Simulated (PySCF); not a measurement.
**Electron affinity of Sr by level of theory**

Sr⁻ [Kr] 4d1 5s2 (2D) → Sr [Kr] 5s2 (1S), as a difference of total energies. Computed with PySCF 2.14 in aug-cc-pwCVTZ-X2C with one added diffuse shell each of s, p, d, f type (11s10p8d4f, 109 functions), with the spin-free X2C one-electron Hamiltonian (Gaussian nucleus). Correlated levels: valence: [Kr] frozen. The calculations carry no spin-orbit coupling.

```tsv
method	electron affinity (eV)
UHF	-0.397
MP2 (valence)	-0.385
SCS-MP2 (valence)	-0.388
CCSD (valence)	-0.380
CCSD(T) (valence)	-0.375
```

The configuration of this anion was assumed by filling the next shell in order. It is not the known or likely ground configuration (Ca⁻, Sr⁻ and Ba⁻, for instance, bind a p electron), so these values are not the electron affinity of the element.

A negative affinity means that the anion lies above the atom at that level of theory.

The coupled-cluster amplitudes are large for Sr⁻ (T1 above 0.03 or a double amplitude above 0.15), so a single reference is strained.
